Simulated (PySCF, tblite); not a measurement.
Species: C₃H₁₃N₃OSi₂.
Geometry (GFN2-xTB, Å), atoms numbered from 1 in this order:
```xyz
22
C3H13N3OSi2 angstrom
C      4.137   -0.088    0.662
C      3.157   -0.353   -0.184
C      1.979    0.519   -0.412
Si     0.440   -0.232    0.420
O      0.030   -1.593   -0.358
N     -0.888    0.878    0.322
Si    -2.570    0.545    0.131
N     -2.709   -1.184    0.317
N     -3.066    1.062   -1.435
H      4.155    0.825    1.234
H      4.961   -0.764    0.817
H      3.156   -1.280   -0.740
H      1.799    0.620   -1.483
H      2.166    1.512   -0.006
H      0.716   -0.540    1.833
H     -0.918   -1.765   -0.384
H     -0.672    1.851    0.444
H     -3.360    1.325    1.089
H     -2.451   -1.554    1.219
H     -3.588   -1.594    0.040
H     -4.027    0.950   -1.713
H     -2.456    0.881   -2.215
```

Level of theory: PBE0/pcSseg-1 in PySCF (dipole) on a GFN2-xTB geometry, gas phase.

Masses are those of the commonest isotopes; rigid-rotor values at the optimised geometry. The values belong to one conformer with, in the numbering `[CH2:1]=[CH:2][CH2:3][Si@H:4]([OH:5])[NH:6][SiH:7]([NH2:8])[NH2:9]`, C1–C2–C3–Si4 -105°, C2–C3–Si4–O5 -68°, C3–Si4–O5–H -147°, C3–Si4–N6–Si7 145°, Si4–N6–Si7–N8 9°.

**Question.** Give the principal moments of inertia and the rotational constants in MHz.

**Answer.** Ia = 177.95, Ib = 979.34, Ic = 1043.27 u·Å²; 505379 MHz·u·Å²/I gives A = 2840, B = 516.0, C = 484.4 MHz.

**Question.** Classify the top.

**Answer.** A near-prolate asymmetric top: κ = (2 × 516.0 − 2840 − 484.4)/(2840 − 484.4) = -0.97.

**Question.** Is it planar, by Δ = Ic − Ia − Ib?

**Answer.** Not planar: Δ = Ic − Ia − Ib = -114.02 u·Å². For a rigid frame Δ = −2 Σ m c², so Σ m c² = 57.01 u·Å² lies off the ab plane: 16.99 from hydrogen and 40.02 from heavier atoms. The atom farthest from that plane is 1.79 Å away.

**Question.** List the rotational levels J(Ka,Kc) to J = 5 (cm⁻¹).

**Answer.** Above 0(0,0):
J = 1: 1(0,1) 0.0334, 1(1,1) 0.1109, 1(1,0) 0.1119
J = 2: 2(0,2) 0.1001, 2(1,2) 0.1766, 2(1,1) 0.1797, 2(2,1) 0.4123, 2(2,0) 0.4123
J = 3: 3(0,3) 0.2002, 3(1,3) 0.2751, 3(1,2) 0.2814, 3(2,2) 0.5124, 3(2,1) 0.5125, 3(3,1) 0.9026, 3(3,0) 0.9026
J = 4: 4(0,4) 0.3336, 4(1,4) 0.4065, 4(1,3) 0.4170, 4(2,3) 0.6459, 4(2,2) 0.6460, 4(3,2) 1.0361, 4(3,1) 1.0361, 4(4,1) 1.5824, 4(4,0) 1.5824
J = 5: 5(0,5) 0.5002, 5(1,5) 0.5706, 5(1,4) 0.5865, 5(2,4) 0.8127, 5(2,3) 0.8131, 5(3,3) 1.2030, 5(3,2) 1.2030, 5(4,2) 1.7493, 5(4,1) 1.7493, 5(5,1) 2.4517, 5(5,0) 2.4517
The levels of one J sum to (2J + 1)J(J + 1)(A + B + C)/3.

**Question.** Predict some low-J microwave lines.

**Answer.** The dipole components are |μa| = 3.29 D, |μb| = 0.04 D, |μc| = 0.02 D. Intensities carry the squares of the components, which stand as 1.00 : 0.00 : 0.00 (a : b : c). Some lines, for components of 0.1 D or more:

```csv
type,branch,"J(Ka,Kc)",MHz,lower level (cm⁻¹)
a,Q,"4(1,3) ← 4(1,4)",316,0.406
a,R,"1(0,1) ← 0(0,0)",1000,0.000
a,R,"2(1,2) ← 1(1,1)",1969,0.111
a,R,"2(0,2) ← 1(0,1)",2001,0.033
a,R,"2(1,1) ← 1(1,0)",2033,0.112
a,R,"3(1,3) ← 2(1,2)",2954,0.177
a,R,"3(0,3) ← 2(0,2)",3000,0.100
a,R,"3(2,2) ← 2(2,1)",3001,0.412
a,R,"3(2,1) ← 2(2,0)",3003,0.412
a,R,"3(1,2) ← 2(1,1)",3049,0.180
a,R,"4(1,4) ← 3(1,3)",3938,0.275
a,R,"4(0,4) ← 3(0,3)",3999,0.200
a,R,"4(2,3) ← 3(2,2)",4002,0.512
a,R,"4(3,2) ← 3(3,1)",4002,0.903
a,R,"4(3,1) ← 3(3,0)",4002,0.903
a,R,"4(2,2) ← 3(2,1)",4005,0.512
a,R,"4(1,3) ← 3(1,2)",4064,0.281
```

**Question.** Estimate the classical rotational partition function at 10 K, 25 K and 500 K.

**Answer.** Point group C1, symmetry number σ = 1; q = (√π/σ)·√((kT/h)³/(ABC)), k/h = 20836.6 MHz/K: 6330 at 10 K, 25000 at 25 K, 2240000 at 500 K.

Its lowest GFN2-xTB frequency is 15 cm⁻¹, too small to tell a flat minimum from a shallow saddle. These are rigid-rotor constants of the computed structure; measured ground-state constants (B0) also hold zero-point vibration. A rigid rotor knows nothing of inversion at nitrogen, which can split or shift real lines. Quadrupole hyperfine structure (14N) is left out.
